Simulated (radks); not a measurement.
The numbers below are computed, except where a source is named.
Pm II, configuration [Xe] 4f5 6s1.

Level of theory: Dirac Kohn-Sham, exchange-only PBE, spin-unpolarised, spherical densities, point nucleus; open shells fill j = l - 1/2 first (a radial shooting solver on a logarithmic mesh with Libxc functionals).

Energy parts (hartree):
| part | energy |
|---|---|
| total | -10023.6049 |
| kinetic | 10843.4348 |
| electron-nucleus | -24519.9132 |
| Hartree | 3879.0228 |
| exchange | -226.1493 |

Orbitals (lengths in bohr, moments of r in powers of bohr):
orbital  occ.  eigenvalue (hartree)   <1/r>
1s1/2       2             -1653.251   67.44
2s1/2       2             -268.8111   15.99
2p1/2       2             -254.5554   15.97
2p3/2       4             -233.9642   14.30
3s1/2       2             -58.73853   5.804
3p1/2       2             -52.63074   5.718
3p3/2       4             -48.49075   5.296
3d3/2       4             -37.88243   5.169
3d5/2       6             -36.98515   5.063
4s1/2       2             -11.81137   2.414
4p1/2       2              -9.48894   2.309
4p3/2       4              -8.58525   2.167
4d3/2       4              -4.76824   1.946
4d5/2       6              -4.60773   1.911
5s1/2       2              -1.71549  0.9219
5p1/2       2              -1.09705  0.8065
5p3/2       4              -0.97723  0.7557
6s1/2       1              -0.28751  0.3115
4f5/2       5              -0.26198   1.305
4f7/2       0              -0.24486   1.287
5d3/2       0              -0.24298  0.4482
5d5/2       0              -0.23554  0.4367
6p1/2       0              -0.18839  0.2460
6p3/2       0              -0.17820  0.2344

The highest occupied level is 4f5/2 at -7.129 eV. The density falls to 0.001 e/bohr^3 at r = 4.58 bohr. For comparison, the ionisation energy in NIST's Atomic Spectra Database is 10.94 eV (semi-empirical). In exact Kohn-Sham theory the highest level is minus the ionisation energy, but local and semilocal functionals leave it too shallow, through self-interaction and a potential that decays too fast; potentials with the right tail come closer. Summed over all electrons, <r^2> = 60.93 bohr^2, which gives a Langevin (diamagnetic) susceptibility term of -48.3 x 10^-6 cm^3/mol.

Beside tabulated values, note that spin-unpolarised runs miss the spin-polarisation part of the exchange energy of open shells.
